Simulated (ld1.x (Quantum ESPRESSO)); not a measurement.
# Mn (Z = 25), TM: configuration errors across variants

```json
{"Element": "Mn (Z = 25)", "Generator": "ld1.x (Quantum ESPRESSO) 7.5", "Type": "norm-conserving Troullier–Martins (Kleinman–Bylander form)", "Functional": "revPBE", "Relativity": "scalar-relativistic", "Frozen core": "[Ar]", "Valence charge": "7", "Reference configuration": "3d5 4s1 4p1", "Partial waves": "4s (bound): rc 1.75 bohr; 4p (bound): rc 2.40 bohr; 3d (bound): rc 1.10 bohr", "Local potential": "all-electron potential smoothed inside 1.35 bohr (lloc = -1)", "Core correction": "a·sin(br)/r model core, default radius (core density twice the valence density)"}
```

All-electron excitation energies from the reference (eV): (1) 3d5 4s2 4p0 -3.834; (2) 3d5 4s1 4p0 4.496; (3) 3d5 4s0 4p0 19.938; (4) 3d5 4s0 4p1 9.201; (5) 3d6 4s1 4p0 -4.199; (6) 3d5 4s1.5 4p0 -0.508; (7) 3d6 4s0 4p0 2.853.

Tests that are not counted but printed errors over 1 eV. “all radii but the core radius scaled by about 1.27 (s 2.22, p 3.04, d 1.40 bohr); local potential all-electron potential smoothed inside 1.72 bohr (lloc = -1)”: 3d6 4s1 4p0 (solver errors, printed error +1.6 eV). “all radii but the core radius scaled by about 1.38 (s 2.42, p 3.30, d 1.52 bohr); local potential all-electron potential smoothed inside 1.86 bohr (lloc = -1)”: 3d6 4s1 4p0 (solver errors, printed error -394 eV).

A true bound ghost makes a file unfit for plane-wave use even where its test errors are small: the radial tests pick states by their node count and pass the ghost by. Where a test does run into it, the solver fails or the error is huge.

Errors AE − PS in meV (a dash: test not solved or not reliable):

| change | (1) | (2) | (3) | (4) | (5) | (6) | (7) | bound ghosts |
| --- | --- | --- | --- | --- | --- | --- | --- | --- |
| base | -0.4 | -3.8 | -25 | +4.0 | -122 | -0.7 | -202 | s |
| all radii but the core radius scaled by about 0.75 (s 1.30, p 1.80, d 0.82 bohr); local potential all-electron potential smoothed inside 1.00 bohr (lloc = -1) | -2.0 | -2.2 | -4.0 | -5.1 | -86 | -1.7 | -116 | s, p |
| all radii but the core radius scaled by about 0.90 (s 1.58, p 2.16, d 0.98 bohr); local potential all-electron potential smoothed inside 1.22 bohr (lloc = -1) | +0.8 | -3.8 | -17 | +34 | -112 | -0.7 | -170 | s |
| all radii but the core radius scaled by about 0.95 (s 1.66, p 2.28, d 1.04 bohr); local potential all-electron potential smoothed inside 1.28 bohr (lloc = -1) | +0.4 | -3.9 | -21 | +10 | -117 | -0.6 | -187 | s |
| all radii but the core radius scaled by about 1.17 (s 2.04, p 2.80, d 1.28 bohr); local potential all-electron potential smoothed inside 1.58 bohr (lloc = -1) | -2.6 | -3.8 | -31 | -2.8 | -141 | -0.9 | -234 | s |
| all radii but the core radius scaled by about 1.27 (s 2.22, p 3.04, d 1.40 bohr); local potential all-electron potential smoothed inside 1.72 bohr (lloc = -1) | -5.6 | -5.5 | -31 | -3.2 | – | -0.7 | -240 | s |
| all radii but the core radius scaled by about 1.38 (s 2.42, p 3.30, d 1.52 bohr); local potential all-electron potential smoothed inside 1.86 bohr (lloc = -1) | +0.5 | -2.0 | -31 | -1.8 | – | -0.2 | -234 | none |

(1) Give the same row for: all radii but the core radius scaled by about 1.06 (s 1.86, p 2.54, d 1.16 bohr); local potential all-electron potential smoothed inside 1.42 bohr (lloc = -1).

Results:

(1) -1.5, -3.6, -29, -0.2, -126, -0.8, -221; bound ghosts: s.
